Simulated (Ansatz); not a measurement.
**Match the barriers**

Saddle point of SnH5O2, doublet (HO₂ ([O][OH]) + SnH₄ → H₂O₂ ([OH][OH]) + SnH₃; bonds formed: H1–O3; bonds broken: H1–Sn2), PBE0-D4/def2-TZVP structure:

```json
{"atom": "H1", "x (Å)": "-0.3952", "y (Å)": "-0.1549", "z (Å)": "-0.4295"}
{"atom": "Sn2", "x (Å)": "1.3918", "y (Å)": "0.0200", "z (Å)": "-0.1475"}
{"atom": "O3", "x (Å)": "-1.7858", "y (Å)": "-0.2726", "z (Å)": "-0.6266"}
{"atom": "O4", "x (Å)": "-2.3944", "y (Å)": "-0.3724", "z (Å)": "0.5755"}
{"atom": "H5", "x (Å)": "1.6412", "y (Å)": "1.1753", "z (Å)": "1.0875"}
{"atom": "H6", "x (Å)": "2.0432", "y (Å)": "-1.4817", "z (Å)": "0.3332"}
{"atom": "H7", "x (Å)": "2.1513", "y (Å)": "0.5486", "z (Å)": "-1.5818"}
{"atom": "H8", "x (Å)": "-2.6521", "y (Å)": "0.5376", "z (Å)": "0.7893"}
```

Program: Ansatz 0.2.0. Basis: def2-TZVPP, with def2-QZVPP for the basis limit. Cores are frozen in the correlated methods; orbitals are unrestricted. Filled d shells of the heavier atoms are correlated. Core potentials replace the inner electrons of the atoms past krypton. The def2 sets are not built for correlating such inner shells, so the correlated values are less sure here. Extrapolation: Hartree–Fock as exp(−7.88 √X), correlation as X^−2.97. Four methods, as single points on the PBE0-D4 structures, gave these electronic barriers from the start structure: 10.9, 36.0, 63.0, 97.1 kJ/mol.

**Question.** The methods were, in alphabetical order, HF, MP2, r2SCAN-D4, SPW92. Which gave which? (Judge from chemistry; the calculation decides.)

**Answer.** The calculation gives: SPW92 10.9; r2SCAN-D4 36.0; MP2 63.0; HF 97.1 kJ/mol. For comparison, CCSD(T) at an estimated basis limit (MP2 extrapolated from triple and quadruple zeta, plus CCSD(T) − MP2 in triple zeta) gives 59.3 kJ/mol.

The T1 diagnostic stays at or below 0.024. ⟨S²⟩ of the unrestricted Hartree–Fock references: 0.75 to 0.79 (a pure state has 0.75).

Labels in which every atom is bracketed show which atoms are joined, not bond orders.

For scale, one of the runs: CCSD(T)/def2-TZVPP, 182 basis functions, launched by `ansatz run in.yaml --threads 4 --pin off --events-out ev --progress --plain --max-ram 9574MiB`. Time: 4.6 min of wall clock on 4 CPU threads of an Arm Neoverse V1; the host was shared. Peak host memory: 5.6 GiB.
